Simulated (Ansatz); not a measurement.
Ansatz (a quantum-chemistry and plane-wave program) job for Ga(I)3 cation (GaI3), SMILES [I][Ga]([I])[I] (connectivity only; charge and spin as stated), charge +1, multiplicity 2, PBE/def2-SVPD. The structure is a stationary point at r2SCAN-D4/def2-SVP. The multiplicity is an assumed one; no other spin state was optimised. The isomer is the one that the SMILES or the coordinates give; other isomers of the formula were not compared. The def2 effective core potentials stand for the cores of I; spin–orbit coupling is left out.

Ansatz 0.2 input:
```yaml
crystal:
  periodic: [false, false, false]
  atoms:
    - {symbol: Ga, position_ang: [-0.00000000, -0.00000000, 0.00000000]}
    - {symbol: I, position_ang: [-2.47266306, 0.00000000, 0.00000000]}
    - {symbol: I, position_ang: [1.23633153, 2.14138903, 0.00000000]}
    - {symbol: I, position_ang: [1.23633153, -2.14138902, 0.00000000]}
basis:
  gaussian:
    orbitals: def2-SVPD
hamiltonian:
  xc: {name: PBE}
total_charge: 1
magnetization: {spin_polarized: true, initial_magnetization: 1}
```

Program output:

```
WARN ansatz: RAYON_NUM_THREADS=1 ignored (pool sized by the plan → 1); use --threads N
Functional definition: PBE
integrals: 0.12 GiB planned
1558 factors; their error is unknown
mean field: 0.70 GiB planned
mean field evaluation 1: about -76659.1260 eV, gradient 2.0e1 eV
mean field evaluation 2: about -76658.8907 eV, gradient 2.5e1 eV
mean field evaluation 4: about -76660.1654 eV, gradient 5.0e0 eV
mean field evaluation 8: about -76660.4626 eV, gradient 1.8e-1 eV
mean field evaluation 16: about -76660.4354 eV, gradient 1.9e-4 eV
mean field evaluation 32: about -76660.0586 eV, gradient 6.2e-1 eV
mean field evaluation 64: about -76660.1005 eV, gradient 5.8e-1 eV
mean field evaluation 96: about -76659.9417 eV, gradient 3.2e-1 eV
mean field evaluation 128: about -76660.3414 eV, gradient 1.2e0 eV
mean field -76660.43544519 eV, -2817.2190403012 hartree, gradient 1.3e-5 eV, S^2 0.751189; 19 other end points of the search recorded, 0 dependent functions left out
reference -76660.43553561 eV, -2817.2190436243 hartree; 53, 52 occupied and 90, 91 virtual orbitals, 1558 factors
Total energy: -76660.43553561 eV, -2817.2190436243 hartree
```

The run converged.

Cost: about 70 core-seconds (a rough figure).
